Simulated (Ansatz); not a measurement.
Worked example: a bond strength in C3H4AlF (SMILES C#[C][Al]([CH3])[F])

C3H4AlF has 9 atoms, charge 0, and is taken as a singlet. SMILES: `C#[C][Al]([CH3])[F]`. Geometry: optimised at B3LYP/def2-SVP.

| atom | x (Å) | y (Å) | z (Å) |
| --- | --- | --- | --- |
| C | 0.2181 | 2.7938 | 0.3448 |
| C | 0.3037 | 1.6409 | -0.0505 |
| Al | 0.4042 | -0.1761 | -0.6226 |
| C | -0.4411 | -1.6737 | 0.2757 |
| F | 1.2940 | -0.4647 | -2.0060 |
| H | 0.1460 | 3.8106 | 0.6885 |
| H | -1.1656 | -2.1719 | -0.3915 |
| H | 0.3050 | -2.4373 | 0.5555 |
| H | -0.9756 | -1.3678 | 1.1891 |

Wanted: the dissociation energy of the H9–C4 bond into doublet H and doublet C3H3AlF (shapes relaxed at B3LYP/def2-SVP, no zero-point term). 1 Eh = 2625.50 kJ/mol = 27.2114 eV. Totals in Eh; open shells run unrestricted unless said.

| level | program | C3H4AlF | doublet H | doublet C3H3AlF |
| --- | --- | --- | --- | --- |
| HF/def2-SVP | Ansatz | -457.085338 | -0.499278 | -456.461201 |
| PBE/def2-SVP | Ansatz | -458.388363 | -0.498629 | -457.724800 |
| B3LYP/def2-SVP | Ansatz | -458.808640 | -0.501259 | -458.142412 |

Work out the dissociation energy at each level.


1. HF/def2-SVP: (-0.499278) + (-456.461201) − (-457.085338) = 0.124859 Eh = 327.8 kJ/mol = 3.40 eV.
2. PBE/def2-SVP: (-0.498629) + (-457.724800) − (-458.388363) = 0.164934 Eh = 433.0 kJ/mol = 4.49 eV.
3. B3LYP/def2-SVP: (-0.501259) + (-458.142412) − (-458.808640) = 0.164969 Eh = 433.1 kJ/mol = 4.49 eV.

The levels span 328 to 433 kJ/mol; no measured value is set beside them. Hartree–Fock lacks the correlation of the bonding electrons, so it comes out low. A bond enthalpy at 298 K also holds the loss of zero-point energy and thermal terms.
